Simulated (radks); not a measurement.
Er2+, 66 electrons, occupied as [Xe] 4f12. All-electron calculation, Dirac Kohn-Sham, exchange-only PBE, spin-unpolarised, spherical densities, finite nucleus; open shells fill j = l - 1/2 first; Fermi nuclear charge, rms radius 5.2516 fm. Program: a radial shooting solver on a logarithmic mesh with Libxc functionals. Some entries of the table are withheld. Estimate them.

| orbital | occ. | eigenvalue (hartree) | <1/r> (bohr^-1) |
|---|---|---|---|
| 1s1/2 | 2 | -2106.053 | 77.54 |
| 2s1/2 | 2 | -354.0208 | 18.65 |
| 2p1/2 | 2 | (1) | 18.63 |
| 2p3/2 | 4 | (2) | 16.15 |
| 3s1/2 | 2 | -79.68134 | 6.825 |
| 3p1/2 | 2 | -72.31943 | (3) |
| 3p3/2 | 4 | -65.24252 | (4) |
| 3d3/2 | 4 | -52.63677 | 5.995 |
| 3d5/2 | 6 | -51.08986 | 5.841 |
| 4s1/2 | 2 | -16.09538 | 2.855 |
| 4p1/2 | 2 | -13.15251 | 2.746 |
| 4p3/2 | 4 | -11.55984 | 2.527 |
| 4d3/2 | 4 | -6.71408 | 2.305 |
| 4d5/2 | 6 | -6.42475 | 2.251 |
| 5s1/2 | 2 | -2.38703 | 1.064 |
| 5p1/2 | 2 | (5) | (6) |
| 5p3/2 | 4 | (7) | (8) |
| 4f5/2 | 6 | -0.61626 | 1.660 |
| 4f7/2 | 6 | -0.57647 | 1.630 |

Answer. 
(1) 2p1/2 eigenvalue (hartree): -337.2645
(2) 2p3/2 eigenvalue (hartree): -303.5678
(3) 3p1/2 <1/r> (bohr^-1): 6.742
(4) 3p3/2 <1/r> (bohr^-1): 6.110
(5) 5p1/2 eigenvalue (hartree): -1.59451
(6) 5p1/2 <1/r> (bohr^-1): 0.9313
(7) 5p3/2 eigenvalue (hartree): -1.39716
(8) 5p3/2 <1/r> (bohr^-1): 0.8535
